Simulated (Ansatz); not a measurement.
```yaml
crystal:
  periodic: [false, false, false]
  atoms:
    - {symbol: B, position_ang: [-0.924973, 0.690334, 1.662976]}
    - {symbol: C, position_ang: [-0.228234, 0.141154, 0.391539]}
    - {symbol: O, position_ang: [-0.563360, -0.855353, -0.317960]}
    - {symbol: S, position_ang: [1.151808, 1.043017, -0.044725]}
    - {symbol: Al, position_ang: [0.818973, -0.751962, -1.595307]}
    - {symbol: H, position_ang: [-1.752829, 1.538561, 1.544829]}
    - {symbol: H, position_ang: [-0.564310, 0.302885, 2.730004]}
    - {symbol: H, position_ang: [0.278132, -0.242838, -2.989605]}
    - {symbol: H, position_ang: [1.873294, -1.911998, -1.398950]}
basis:
  gaussian: {orbitals: aug-cc-pVDZ, final_grid: {core_spheres: 1, valence_spheres: 1, degree: 3}}
magnetization: {spin_polarized: true, initial_magnetization: 0}
hamiltonian: {xc: {name: wB97M-V}}
```

```sh
$ ansatz run in.yaml --threads 2 --pin off --events-out ev --progress --plain --max-ram 4352MiB
```

It prints (some lines left out):

```
Functional definition: wB97M-V
1520 factors; their error is unknown
652 factors; integrals over basis functions are off by at most 7.1e-6 eV
mean field evaluation 1: about -21252.7798 eV, gradient 2.9e1 eV
mean field evaluation 2: about -21250.8764 eV, gradient 3.9e1 eV
mean field evaluation 4: about -21256.2912 eV, gradient 1.4e0 eV
mean field evaluation 8: about -21235.4843 eV, gradient 9.2e0 eV
mean field evaluation 16: about -21236.1482 eV, gradient 2.1e-3 eV
mean field -21236.14818420 eV, -780.4140513910 hartree, gradient 6.1e-5 eV, S^2 0.000000; 0 other end points of the search recorded, 0 dependent functions left out
reference -21236.14850446 eV, -780.4140631604 hartree; 26, 26 occupied and 133, 133 virtual orbitals, 1520 factors
Total energy: -21236.14850446 eV, -780.4140631604 hartree
```

Problem. Something in this input is off. What?

Solution. The integration grid is far too coarse. The run converged. The result belongs to that input, not to the molecule as meant.
